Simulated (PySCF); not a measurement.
Computed shifts of a molecule CH8FNOSi2, PBE/pcSseg-1 in PySCF, GIAO, gas phase, atoms alike by connectivity averaged where their shifts nearly agree, in ppm (number of nuclei): ¹⁵N: -5.4 (1). ²⁹Si: -11.9 (1), -49.0 (1). ¹³C: 81.8 (1). ¹⁹F: -334.7 (1). ¹H: 5.56 (1), 5.46 (1), 5.31 (1), 5.07 (1), 4.90 (1), 0.75 (1), -0.09 (1), -0.28 (1). References: ¹⁵N against NH3 (σ = 267.0 ppm); ²⁹Si against TMS (σ = 335.4 ppm); ¹⁷O against H2O (σ = 334.3 ppm); ¹³C against TMS (σ = 182.0 ppm); ¹⁹F against CFCl3 (σ = 133.6 ppm); ¹H against TMS (σ = 31.49 ppm), references at their B3LYP-D3(BJ)/def2-TZVP geometries, non-relativistic. Geometry: PBE0-D3(BJ)/def2-SVP. The values are those of a single conformer.

Q: Which structure fits?
A) N[Si@H](O)C[SiH2]F
B) N[SiH2][Si@@H](O)CF
C) N[Si@H](O)[C@@H](F)[SiH3]
D) C[Si@H](F)N[SiH2]O

A: B, N[SiH2][Si@@H](O)CF
